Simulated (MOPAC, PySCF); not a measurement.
H2AlF, SMILES `[F][AlH2]`, neutral singlet in the gas phase. 

Cartesian coordinates (Å):
SMILES: [F][AlH2]
```xyz
4

F      1.4703    -0.5898    -0.2101
Al    -0.0542     0.0217    -0.0050
H     -1.2443    -0.8358    -0.5644
H     -0.1719     1.4038     0.7302
```
Charge 0, spin multiplicity 1.

All levels are single points at this geometry (B3LYP-D3(BJ)/def2-TZVP); Pople sets use spherical d functions. Orbital energies aren't observables, and empty levels follow the basis.

```csv
level,HOMO (eV),LUMO (eV),gap (eV),dipole (D),"vertical IE, Delta-SCF (eV)"
PBE-D3(BJ)/def2-TZVP in PySCF,-7.47,-2.14,5.32,1.30,11.13
ωB97X-D3(BJ)/def2-TZVP in PySCF,-11.36,0.48,11.84,1.37,11.80
B3LYP/6-311+G** in PySCF,-8.69,-1.72,6.97,1.64,–
B3LYP/6-31G* in PySCF,-8.47,-1.43,7.05,1.27,11.39
B3LYP/LANL2DZ in PySCF,-8.73,-1.72,7.01,2.07,–
BP86/6-31G* in PySCF,-7.41,-1.97,5.44,1.12,–
M06-2X/6-31G* in PySCF,-9.89,-0.69,9.20,1.39,–
PBE/6-31G* in PySCF,-7.29,-1.95,5.34,1.14,11.02
SVWN5/6-31G* in PySCF,-7.31,-2.15,5.15,1.20,11.07
HF/3-21G in PySCF,-11.90,1.36,13.27,1.69,–
HF/6-31G* in PySCF,-12.02,1.35,13.37,1.56,11.14
AM1 in MOPAC,-10.74,-0.64,10.10,1.02,–
PM3 in MOPAC,-11.22,-2.15,9.07,0.84,–
```
